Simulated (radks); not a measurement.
K4+, configuration [Ne] 3s2 3p3.

Method: non-relativistic Kohn-Sham, TASK exchange with Perdew-Wang LDA correlation, spin-polarised, spherical densities, point nucleus; open shells are filled with parallel spins first; meta-GGA in the generalised Kohn-Sham scheme; computed with a radial shooting solver on a logarithmic mesh with Libxc functionals.

Energy parts (hartree):
| part | energy |
|---|---|
| total | -594.41764 |
| kinetic | 593.53377 |
| electron-nucleus | -1376.96687 |
| Hartree | 220.50606 |
| exchange-correlation | -31.49060 |

Orbitals (lengths in bohr, moments of r in powers of bohr; r(90%) holds 90 % of the orbital's charge):
\begin{tabular}{lrrrrr}
orbital & occ. & eigenvalue (hartree) & <r> & <1/r> & r(90%) \\ \hline
1s up & 1 & -131.9202 & 0.08173 & 18.51 & 0.146 \\
1s down & 1 & -131.8700 & 0.08170 & 18.52 & 0.146 \\
2s up & 1 & -15.49556 & 0.3889 & 3.789 & 0.606 \\
2s down & 1 & -15.45987 & 0.3882 & 3.789 & 0.604 \\
2p up & 3 & -12.86221 & 0.3496 & 3.705 & 0.577 \\
2p down & 3 & -12.80100 & 0.3491 & 3.704 & 0.575 \\
3s up & 1 & -3.43562 & 1.176 & 1.186 & 1.73 \\
3s down & 1 & -3.15537 & 1.201 & 1.155 & 1.78 \\
3p up & 3 & -2.74547 & 1.233 & 1.098 & 1.85 \\
\end{tabular}

The highest occupied level is 3p up at -74.708 eV. The spin density at the nucleus is 0.378 e/bohr^3 (1s -1.331, 2s 0.324, 3s 1.385), a Fermi contact field of 19.8 T. Spin moment in Bohr magnetons: 3. For comparison, the ionisation energy in NIST's Atomic Spectra Database is 82.7 eV (semi-empirical). In exact Kohn-Sham theory the highest level is minus the ionisation energy, but local and semilocal functionals leave it too shallow, through self-interaction and a potential that decays too fast; potentials with the right tail come closer. Virial ratio -V/T = 2.00149.

Empty levels of this run are not shown, since the potential may be unsettled where no density lies.
